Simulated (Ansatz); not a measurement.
# Molecular dynamics of ClFH4W

input.yaml

```yaml
crystal:
  periodic: [false, false, false]
  atoms:
    - { symbol: W, position_ang: [0.0, 0.369398, 0.377902] }
    - { symbol: Cl, position_ang: [0.0, -0.490028, 2.504582] }
    - { symbol: H, position_ang: [1.422225, -0.209275, -0.29646] }
    - { symbol: F, position_ang: [0.0, 2.074793, -0.445012] }
    - { symbol: H, position_ang: [-1.422225, -0.209275, -0.29646] }
    - { symbol: H, position_ang: [0.0, -1.286706, 0.052337] }
    - { symbol: H, position_ang: [0.0, -0.118907, -1.226888] }
basis:
  gaussian: { orbitals: def2-SVP }
hamiltonian:
  xc: pbe
  dispersion: d4
md:
  timestep: 1.0
  n_steps: 100
  ensemble: nve
  temperature: 500.0
  initial_velocities: maxwell_boltzmann
  seed: 686042
```

Command:

```bash
$ ansatz run input.yaml --threads 1 --pin off --max-ram 2048MiB --backend cpu --events-out ev --progress --plain --runs-dir out
```

It starts from a relaxed structure.

Output, in part (step lines, the closing report, with atoms numbered from 0):

```
md step     0: t =     0.00 fs  T =   500.0 K  F+E_penalty+E_count = -17118.28724565 eV  E_kin = 0.323150 eV  conserved = -17117.96409565 eV  (30 SCF iters)
[... lines left out ...]
Total energy: -17118.16203358 eV, -629.0808516272 hartree
Atom 0 at     0.021649     0.357928     0.370183 Å, force     0.966373     1.617433     0.947786 eV/Å
Atom 1 at    -0.046616    -0.447165     2.498842 Å, force     0.065210    -0.105777     0.263517 eV/Å
Atom 2 at     1.273272    -0.227780    -0.614242 Å, force    -0.052716    -0.081067     0.233706 eV/Å
Atom 3 at    -0.087156     2.103868    -0.362249 Å, force    -0.195720    -0.084430    -0.253426 eV/Å
Atom 4 at    -1.471831    -0.109605    -0.120268 Å, force    -0.547507     0.010949    -0.108618 eV/Å
Atom 5 at    -0.188800    -1.232121     0.144629 Å, force    -0.152761    -1.367149    -0.316806 eV/Å
Atom 6 at    -0.278804    -0.218217    -1.127729 Å, force    -0.082879     0.010041    -0.766159 eV/Å
Dipole moment:     0.095126     0.128053     0.178146 e Å
```

The steps, from the saved trajectory:

```tsv
time (fs)	T (K)	potential energy less start (eV)	conserved less start (meV/atom)
0	500	0.000	0.00
3	332	0.112	0.52
6	320	0.118	0.25
9	287	0.140	0.30
12	211	0.190	0.54
15	349	0.099	0.19
18	309	0.125	0.22
21	219	0.185	0.55
24	348	0.099	0.06
27	236	0.174	0.45
30	224	0.181	0.36
33	221	0.181	0.12
36	72	0.281	0.66
39	251	0.162	0.08
42	242	0.169	0.31
45	181	0.210	0.48
48	267	0.152	0.13
51	176	0.213	0.48
54	247	0.165	0.22
57	247	0.165	0.19
60	86	0.271	0.56
63	174	0.213	0.30
66	239	0.170	0.24
69	258	0.159	0.44
72	354	0.095	0.09
75	216	0.187	0.50
78	247	0.166	0.42
81	363	0.089	0.11
84	294	0.137	0.52
87	375	0.082	0.15
90	317	0.121	0.37
93	283	0.144	0.49
96	412	0.058	0.17
99	357	0.095	0.31
```

The run went to its last step. The conserved energy stayed within 0.67 meV per atom of its start (net change 0.46 meV per atom), so the integration is sound. Over the second half the temperature averaged 0.55 of the 500 K drawn at the start: a run that starts near a minimum puts about half its kinetic energy into the potential. A run of 0.1 ps of so small a system gives no equilibrium averages.

The same pairs are bonded in the first frame and the last. Pairs count as bonded within 1.25 times the sum of covalent radii (0.12 Å more for H–H).

Last frame:

```xyz
7
Properties=species:S:1:pos:R:3
W 0.022 0.358 0.370
Cl -0.047 -0.447 2.499
H 1.273 -0.228 -0.614
F -0.087 2.104 -0.362
H -1.472 -0.110 -0.120
H -0.189 -1.232 0.145
H -0.279 -0.218 -1.128
```

Run time: 5.2 min on 1 thread of Arm Neoverse V2, with other jobs on the host, peak memory 0.15 GiB.
